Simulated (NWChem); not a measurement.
All runs are NWChem calculations. System: H4BClN2, charge 0, spin multiplicity 1, at a geometry optimised with PBE0/def2-SVP. The structure started from a generated list of species. Level: CCSD(T)/pcseg-1, 8 core orbitals frozen.

The NWChem input:

```
start mol
memory heap 100 mb stack 700 mb global 1900 mb
geometry units angstroms nocenter noautoz
  B      0.000000     0.000000    -0.445402
  Cl     0.000000     0.000000     1.350964
  N     -1.246951     0.000000    -1.097770
  H     -1.354966     0.000000    -2.101760
  H     -2.115005     0.000000    -0.583537
  N      1.246951     0.000000    -1.097770
  H      1.354966     0.000000    -2.101760
  H      2.115005     0.000000    -0.583537
  symmetry group C2v
end
basis spherical
  * library pcseg-1
end
scf
  rhf
  nopen 0
  maxiter 100
  thresh 1e-7
  semidirect memsize 60000000 filesize 0
end
tce
  freeze core 8
  ccsd(t)
  2eorb
  2emet 13
  thresh 1e-6
  maxiter 100
  tilesize 24
end
task tce energy
```

Part of the output:

```
             Northwest Computational Chemistry Package (NWChem) 7.3.0
             --------------------------------------------------------

                                NWChem Input Module
                                -------------------

 Scaling coordinates for geometry "geometry" by  1.889725989
 (inverse scale =  0.529177249)

 Turning off AUTOSYM since
 SYMMETRY directive was detected!

                             Geometry "geometry" -> ""
                             -------------------------

 Output coordinates in angstroms (scale by  1.889725989 to convert to a.u.)

  No.       Tag          Charge          X              Y              Z
 ---- ---------------- ---------- -------------- -------------- --------------
    1 B                    5.0000     0.00000000     0.00000000    -0.44540200
    2 Cl                  17.0000     0.00000000     0.00000000     1.35096400
    3 N                    7.0000    -1.24695100     0.00000000    -1.09777000
    4 H                    1.0000    -1.35496600     0.00000000    -2.10176000
    5 H                    1.0000    -2.11500500     0.00000000    -0.58353700
    6 N                    7.0000     1.24695100     0.00000000    -1.09777000
    7 H                    1.0000     1.35496600     0.00000000    -2.10176000
    8 H                    1.0000     2.11500500     0.00000000    -0.58353700

 Effective nuclear repulsion energy (a.u.)     144.4255638011

            Nuclear Dipole moment (a.u.)
            ----------------------------
        X                 Y               Z
 ---------------- ---------------- ----------------
     0.0000000000     0.0000000000     0.0000075589

      Symmetry information
      --------------------

 Group name             C2v
 Group number             16
 Group order               4
 No. of unique centers     5

      Symmetry unique atoms

     1    2    3    4    5


 Summary of "ao basis" -> "" (spherical)
 ------------------------------------------------------------------------------
       Tag                 Description            Shells   Functions and Types
 ---------------- ------------------------------  ------  ---------------------
 *                          pcseg-1                   on all atoms

 Summary of "ao basis" -> "ao basis" (spherical)
 ------------------------------------------------------------------------------
       Tag                 Description            Shells   Functions and Types
 ---------------- ------------------------------  ------  ---------------------
 B                          pcseg-1                  6       14   3s2p1d
 Cl                         pcseg-1                  8       18   4s3p1d
 N                          pcseg-1                  6       14   3s2p1d
 H                          pcseg-1                  3        5   2s1p

                                 NWChem SCF Module
                                 -----------------

  ao basis        = "ao basis"
  functions       =    80
  atoms           =     8
  closed shells   =    20
  open shells     =     0
  charge          =   0.00
  wavefunction    = RHF
  use symmetry    = T
  symmetry adapt  = T

 Summary of "ao basis" -> "ao basis" (spherical)
 ------------------------------------------------------------------------------
       Tag                 Description            Shells   Functions and Types
 ---------------- ------------------------------  ------  ---------------------
 B                          pcseg-1                  6       14   3s2p1d
 Cl                         pcseg-1                  8       18   4s3p1d
 N                          pcseg-1                  6       14   3s2p1d
 H                          pcseg-1                  3        5   2s1p

      Symmetry analysis of basis
      --------------------------

        a1         34
        a2          8
        b1         25
        b2         13

 Forming initial guess at       0.0s

      Superposition of Atomic Density Guess
      -------------------------------------

 Sum of atomic energies:        -594.51506600

      Non-variational initial energy
      ------------------------------

 Total energy =    -596.412241
 1-e energy   =   -1102.931905
 2-e energy   =     362.094100
 HOMO         =      -0.350580
 LUMO         =       0.058941

      Symmetry analysis of molecular orbitals - initial
      -------------------------------------------------

  Numbering of irreducible representations:

     1 a1          2 a2          3 b1          4 b2

  Orbital symmetries:

     1 a1          2 a1          3 b1          4 a1          5 a1
     6 b1          7 b2          8 a1          9 a1         10 b1
    11 a1         12 a1         13 a1         14 b1         15 b1
    16 a1         17 b2         18 b1         19 b2         20 a2
    21 a1         22 b2         23 b1         24 a1         25 a1
    26 b1         27 a1         28 b1         29 a1         30 b2

 Starting SCF solution at       0.5s

 ----------------------------------------------
         Quadratically convergent ROHF

 Convergence threshold     :          1.000E-07
 Maximum no. of iterations :          100
 Final Fock-matrix accuracy:          1.000E-09
 ----------------------------------------------

              iter       energy          gnorm     gmax       time
             ----- ------------------- --------- --------- --------
                 1     -595.4234298488  9.64D-01  2.36D-01      0.5
                 2     -595.4782324260  3.81D-01  1.04D-01      0.5
                 3     -595.4848537597  1.94D-01  3.88D-02      0.5
                 4     -595.4871481876  9.26D-03  2.04D-03      0.6
[...]
     6 b2          7 b1          8 a1          9 a1         10 b1
    11 a1         12 a1         13 a1         14 b1         15 b1
    16 a1         17 b2         18 b1         19 b2         20 a2
    21 a1         22 b1         23 a1         24 b2         25 b1
    26 a1         27 a1         28 b1         29 a1         30 b2

             Final eigenvalues
             -----------------

              1
    1 -104.7663
    2  -15.5405
    3  -15.5405
    4  -10.5118
    5   -7.9912
    6   -7.9887
    7   -7.9886
    8   -7.6528
    9   -1.1879
   10   -1.1436
   11   -1.0704
   12   -0.7287
   13   -0.6954
   14   -0.6827
   15   -0.6168
   16   -0.5260
   17   -0.5089
   18   -0.4434
   19   -0.4292
   20   -0.4008
   21    0.1479
   22    0.1876
   23    0.1995
   24    0.2174
   25    0.2398
   26    0.2544
   27    0.3313
   28    0.3699
   29    0.4342
   30    0.4417

                       ROHF Final Molecular Orbital Analysis
                       -------------------------------------

 Vector   18  Occ=2.000000D+00  E=-4.433597D-01  Symmetry=b1
              MO Center= -3.5D-16, -6.4D-17,  1.2D+00, r^2= 1.5D+00
   Bfn.  Coefficient  Atom+Function         Bfn.  Coefficient  Atom+Function
  ----- ------------  ---------------      ----- ------------  ---------------
    22      0.753629  2 Cl px                25      0.384030  2 Cl px
    19     -0.285694  2 Cl px

 Vector   19  Occ=2.000000D+00  E=-4.291772D-01  Symmetry=b2
              MO Center= -1.0D-14,  6.1D-16,  5.8D-01, r^2= 2.9D+00
   Bfn.  Coefficient  Atom+Function         Bfn.  Coefficient  Atom+Function
  ----- ------------  ---------------      ----- ------------  ---------------
    23      0.642297  2 Cl py                26      0.338694  2 Cl py
    20     -0.243475  2 Cl py                37     -0.231610  3 N  py
    61     -0.231610  6 N  py                40     -0.204592  3 N  py
    64     -0.204592  6 N  py

 Vector   20  Occ=2.000000D+00  E=-4.008332D-01  Symmetry=a2
              MO Center=  6.6D-15,  1.9D-16, -1.1D+00, r^2= 2.5D+00
   Bfn.  Coefficient  Atom+Function         Bfn.  Coefficient  Atom+Function
  ----- ------------  ---------------      ----- ------------  ---------------
    37      0.424771  3 N  py                61     -0.424771  6 N  py
    40      0.395157  3 N  py                64     -0.395157  6 N  py

 Vector   21  Occ=0.000000D+00  E= 1.478954D-01  Symmetry=a1
              MO Center= -5.7D-17, -4.5D-18, -1.9D+00, r^2= 6.5D+00
   Bfn.  Coefficient  Atom+Function         Bfn.  Coefficient  Atom+Function
  ----- ------------  ---------------      ----- ------------  ---------------
    48      0.959510  4 H  s                 72      0.959510  7 H  s
    35     -0.749076  3 N  s                 59     -0.749076  6 N  s
    53      0.432432  5 H  s                 77      0.432432  8 H  s
     9      0.380685  1 B  pz                18     -0.287450  2 Cl s
    41      0.225459  3 N  pz                65      0.225459  6 N  pz

 Vector   22  Occ=0.000000D+00  E= 1.875964D-01  Symmetry=b1
              MO Center=  5.6D-16, -6.5D-17, -1.4D+00, r^2= 8.7D+00
   Bfn.  Coefficient  Atom+Function         Bfn.  Coefficient  Atom+Function
  ----- ------------  ---------------      ----- ------------  ---------------
    53      0.987630  5 H  s                 77     -0.987630  8 H  s
    48      0.834837  4 H  s                 72     -0.834837  7 H  s
    35     -0.726331  3 N  s                 59      0.726331  6 N  s
     7      0.620159  1 B  px                39      0.360393  3 N  px
    63      0.360393  6 N  px                41      0.182651  3 N  pz

 Vector   23  Occ=0.000000D+00  E= 1.995437D-01  Symmetry=a1
              MO Center= -1.3D-15,  7.0D-17, -8.7D-01, r^2= 8.4D+00
   Bfn.  Coefficient  Atom+Function         Bfn.  Coefficient  Atom+Function
  ----- ------------  ---------------      ----- ------------  ---------------
    53      1.191917  5 H  s                 77      1.191917  8 H  s
    48     -0.800778  4 H  s                 72     -0.800778  7 H  s
    41     -0.483663  3 N  pz                65     -0.483663  6 N  pz
    39      0.310242  3 N  px                63     -0.310242  6 N  px
    35     -0.206344  3 N  s                 59     -0.206344  6 N  s

 center of mass
 --------------
 x =  -0.00000000 y =   0.00000000 z =   0.14972283

 moments of inertia (a.u.)
 ------------------
         388.733766515602           0.000000000000          -0.000000000000
           0.000000000000         589.654250502938           0.000000000000
          -0.000000000000           0.000000000000         200.920483987335

  Mulliken analysis of the total density
  --------------------------------------

    Atom       Charge   Shell Charges
 -----------   ------   -------------------------------------------------------
    1 B    5     4.34   2.00  0.61  0.02  1.48  0.12  0.11
    2 Cl  17    17.41   2.00  2.00  1.18  0.79  5.99  3.84  1.59  0.03
    3 N    7     7.54   2.00  0.78  0.62  2.51  1.62  0.01
    4 H    1     0.80   0.72  0.04  0.04
    5 H    1     0.78   0.71  0.03  0.04
    6 N    7     7.54   2.00  0.78  0.62  2.51  1.62  0.01
    7 H    1     0.80   0.72  0.04  0.04
    8 H    1     0.78   0.71  0.03  0.04

       Multipole analysis of the density wrt the origin
       ------------------------------------------------

     L   x y z        total         open         nuclear
     -   - - -        -----         ----         -------
     0   0 0 0     -0.000000      0.000000     40.000000

     1   1 0 0      0.000000      0.000000      0.000000
     1   0 1 0      0.000000      0.000000      0.000000
     1   0 0 1     -1.290079      0.000000      0.000008

     2   2 0 0    -18.802870      0.000000    122.797378
     2   1 1 0     -0.000000      0.000000      0.000000
     2   1 0 1      0.000000      0.000000      0.000000
     2   0 2 0    -25.445382      0.000000      0.000000
     2   0 1 1      0.000000      0.000000      0.000000
     2   0 0 2    -21.291039      0.000000    208.571171

                   NWChem Extensible Many-Electron Theory Module
                   ---------------------------------------------


            General Information
            -------------------
      Number of processors :     1
         Wavefunction type : Restricted Hartree-Fock
          No. of electrons :    40
           Alpha electrons :    20
            Beta electrons :    20
           No. of orbitals :   160
            Alpha orbitals :    80
             Beta orbitals :    80
        Alpha frozen cores :     8
         Beta frozen cores :     8
     Alpha frozen virtuals :     0
      Beta frozen virtuals :     0
         Spin multiplicity : singlet
    Number of AO functions :    80
       Number of AO shells :    38
        Use of symmetry is : on
      Symmetry adaption is : on
         Schwarz screening : 0.10D-09

          Correlation Information
          -----------------------
          Calculation type : Coupled-cluster singles & doubles w/ perturbation
   Perturbative correction : (T)
            Max iterations :      100
        Residual threshold : 0.10D-05
     T(0) DIIS level shift : 0.00D+00
     L(0) DIIS level shift : 0.00D+00
     T(1) DIIS level shift : 0.00D+00
     L(1) DIIS level shift : 0.00D+00
     T(R) DIIS level shift : 0.00D+00
     T(I) DIIS level shift : 0.00D+00
   CC-T/L Amplitude update :  5-th order DIIS
                I/O scheme : Global Array Library
        L-threshold :  0.10D-05
        EOM-threshold :  0.10D-05
 no EOMCCSD initial starts read in
 TCE RESTART OPTIONS
 SLICE:      F
 D4D5:       F
 quantumc:   F
 qrotation:  F
 pwtce:      F
 qducc:      F
 nacto:                         0
 nrotv:                         0
 nrot:                          0

            Memory Information
            ------------------
          Available GA space size is     249030400 doubles
          Available MA space size is     104851676 doubles

 Maximum block size supplied by input
 Maximum block size        24 doubles

 tile_dim =     24

 -------------------------------------------------

 Global array virtual files algorithm will be used

 Parallel file system coherency ......... OK

 4-electron integrals stored in orbital form

 v2    file size   =          1918846
 4-index algorithm nr.  13 is used
 imaxsize =       30
 imaxsize ichop =        0


CCSD iterations
 ---------------------------------------------------------
 Iter          Residuum       Correlation     Cpu    Wall
 ---------------------------------------------------------
    1   0.1653372067609  -0.5549250472569     0.3     0.3
    2   0.0460491838711  -0.5778935454445     0.3     0.3
    3   0.0164743792314  -0.5858995001790     0.3     0.3
    4   0.0067550794512  -0.5878052438512     0.4     0.4
    5   0.0029023706580  -0.5885815902130     0.2     0.2
    6   0.0005573856546  -0.5890014503431     0.3     0.3
    7   0.0002585368716  -0.5890508579696     0.2     0.2
    8   0.0001166028225  -0.5890543525292     0.2     0.2
    9   0.0000664314203  -0.5890549674986     0.2     0.2
   10   0.0000348976765  -0.5890566714799     0.2     0.2
   11   0.0000068891460  -0.5890574065469     0.2     0.2
   12   0.0000025933573  -0.5890584709764     0.2     0.2
   13   0.0000012447533  -0.5890584977033     0.2     0.2
   14   0.0000006094874  -0.5890585413577     0.2     0.2
 -----------------------------------------------------------------
 Iterations converged
 CCSD correlation energy / hartree =        -0.589058541357662
 CCSD total energy / hartree       =      -596.076213765947159

 Singles contributions

 Doubles contributions
 CCSD(T)
 Using plain CCSD(T) code
             total no. of tasks          500
 total no. of tasks / no. procs          500
                         wl_min          343           2.6
                         wl_max      1728000          11.0
        thresh for no. of tasks          500

 CCSD[T]  correction energy / hartree =        -0.015159170111127
 CCSD[T] correlation energy / hartree =        -0.604217711468788
 CCSD[T] total energy / hartree       =      -596.091372936058292
 CCSD(T)  correction energy / hartree =        -0.014601075762040
 CCSD(T) correlation energy / hartree =        -0.603659617119702
 CCSD(T) total energy / hartree       =      -596.090814841709175

 Task  times  cpu:       14.4s     wall:       14.4s

 Total times  cpu:       14.4s     wall:       14.4s
```
